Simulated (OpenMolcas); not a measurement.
## Rh4+: effect of the metal basis

Rh4+ with 6 ligands (fluoride) in octahedral coordination (Oh) at 1.91 Å. A charge of +0.333 e stands 2.6 Å behind each ligand.

- Program: OpenMolcas
- Method: SS-CASPT2, IPEA 0.25 Eh, imaginary shift 0.1 Eh (closed shells correlated: 4s 4p and the ligand valence shells)
- Spin-orbit coupling: RASSI with atomic mean-field integrals over the reference wave functions

Fixed: ligand basis ANO-RCC-VDZP, active space 5 electrons in 5 orbitals (4d), DKH2 Hamiltonian.

States (labels of O, the rotations of Oh). Energies in cm-1 above the lowest state or level, χT in cm3 K/mol; under a threefold ground state the first gap can be a small split of the lowest multiplet, not the spin-orbit step; 10Dq and B are least-squares fits to the states below 45000 cm-1, weighted by degeneracy, with a free offset, and given where the rms deviation is under 5 % of |10Dq| (or 100 cm-1) and under 700 cm-1.

```csv
Run,Metal basis,Ground state,First state of that spin,10Dq,B (rms of fit),First gap with spin-orbit (degeneracies),χT at 300 K,First state of another spin,Cost
A,ANO-RCC-VDZP,2T2,23710,27800,548 (490),"2360 (2, 4)",0.534,2S+1 = 4: 18510,roughly 3 core-minutes
B,ANO-RCC-VTZP,2T2,23560,27723,517 (654),"2320 (2, 4)",0.547,2S+1 = 4: 18560,roughly 6 core-minutes
```

Against A, |10Dq| changes by -0.3 % in B.

Costs are those of the CASPT2 steps.

Roots that are degenerate in the reference are averaged as groups; the widest CASPT2 spread within a group is 450 cm-1 (the 3-fold group of multiplicity 2 near 55200 cm-1 above the lowest state of its run, B). Shifts and gaps below about the spread of the groups concerned are not significant. Over all roots computed the reference weight is 0.66 to 0.69 in A, 0.66 to 0.69 in B; a low but even weight reflects the number of correlated electrons. An orbital triplet at a regular site is open to Jahn-Teller coupling, which can distort the site and quench the lowest spin-orbit gaps and is left out. Ligand-to-metal charge-transfer states are missing. With no ligand orbital active B as a rule stays too high, so bands that hang on it stand too high and its fall with covalency is understated. With one d shell and no ligand orbital active, 10Dq can be off by a tenth or more. The least metal-like active orbital is 71 % on the metal (Löwdin) and no ligand orbital is active, so the numbers are rough (holds for A). The least metal-like active orbital is 72 % on the metal (Löwdin) and no ligand orbital is active, so the numbers are rough (holds for B). No measured value stands beside these numbers; the geometry is a model, was not optimised and need not be the one that this ion takes.

A state without a sure symmetry label is named by its multiplicity alone.
